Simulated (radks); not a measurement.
Values are calculated unless marked as measured or tabulated.
Spin polarisation of the 4d2 shell in the zirconium ion Zr2+. Start: [Kr] 4d(up 1, down 1); electrons of 4d are moved from spin down to spin up, other shells keep equal spins. Code: a radial shooting solver on a logarithmic mesh with Libxc functionals. Model: scalar-relativistic Kohn-Sham, PBEsol, spin-polarised, spherical densities, finite nucleus; Fermi nuclear charge, rms radius of each element as measured or else 0.836 A^(1/3) + 0.57 fm.

moment (Bohr magnetons),E - E(0) (eV),e(4d up) (eV),e(4d down) (eV),4p down minus up (eV),4s down minus up (eV),3d down minus up (eV)
0,0.000,-17.266,-17.266,0.000,0.000,0.000
0.5,-0.049,-17.452,-17.064,0.317,0.269,0.040
1,-0.194,-17.624,-16.845,0.635,0.539,0.081
1.5,-0.438,-17.780,-16.608,0.956,0.812,0.121
2,-0.782,-17.922,-16.329,1.281,1.087,0.162

At moment 2 the spin-polarisation energy is -0.782 eV and the 4d exchange splitting 1.593 eV, that is 0.796 eV per Bohr magneton; E = -I m^2/4 would give I = 0.782 eV.
